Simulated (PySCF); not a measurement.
Structure problem from calculated spectra and properties.

Formula: C4N4Si.

| Item | Value |
| --- | --- |
| UV, first state | lowest singlet excitation: 6.57 eV (189 nm, f = 0.000) [TDDFT wB97X-D/def2-SVPD] |
| Triplet | lowest triplet excitation (Tamm–Dancoff): 5.56 eV [TDA wB97X-D/def2-SVPD] |
| Dipole | 0.00 D by symmetry (numerical residue 0.04 D) [wB97X-D/def2-SVPD] |
| Rotational structure | rotational constants A, B, C: 1.146, 1.144, 1.141 GHz [PBE0-D3(BJ)/def2-SVP] |
| NMR, other nuclei | isotropic shieldings of nuclei other than C and H, by class: -98 (4 N), 503 (1 Si) ppm [GIAO KT2/pcSseg-1] |
| 13C NMR | chemical shifts (computed TMS as zero) by class: 100.6 (4 C) ppm [GIAO KT2/pcSseg-1] |
| XPS | Si2p3/2 111.0, C1s 293.5 (×4), N1s 407.0 (×4), Si1s 1851.1 eV [ΔSCF SCAN, pcX-2 on the ionised atom, pcseg-1 elsewhere, spin-free X2C, 2p3/2 from a spin–orbit splitting computed afterwards within the 2p shell] |
| Polarisability | 80.1 au [wB97X-D/def2-SVPD] |

The electronic properties come from PySCF, for the isolated species, density fitting. Levels stand in brackets. Geometry: PBE0-D3(BJ)/def2-SVP; no solvent, vibrations or thermal averaging. NMR values are class means; diastereotopic atoms form classes of their own.

Task: Give a SMILES that accounts for the data.

Result: 4 carbons fall into 1 class: carbon bonded to N and Si (100.6 ppm, 4 C). The other shieldings belong to: -98 ppm, nitrogen bonded to C; 503 ppm, silicon bonded to 4 C. The core levels belong to: Si2p3/2 111.0 eV, silicon bonded to 4 C; C1s 293.5 eV, carbon bonded to N and Si; N1s 407.0 eV, nitrogen bonded to C; Si1s 1851.1 eV, silicon bonded to 4 C. The hole state at 293.5 eV has ⟨S²⟩ = 0.83 against 0.75, so that value is less sure. The hole state at 407.0 eV has ⟨S²⟩ = 0.84 against 0.75, so that value is less sure. The vanishing dipole is forced by symmetry. The optimised geometry has point group Td and is a spherical top (the spread among constants that symmetry makes equal is optimisation noise). Structure: `[Si](C#N)(C#N)(C#N)C#N` (Si(CN)4). The assignments are read from this structure; whether some other isomer fits the data as well wasn't checked.
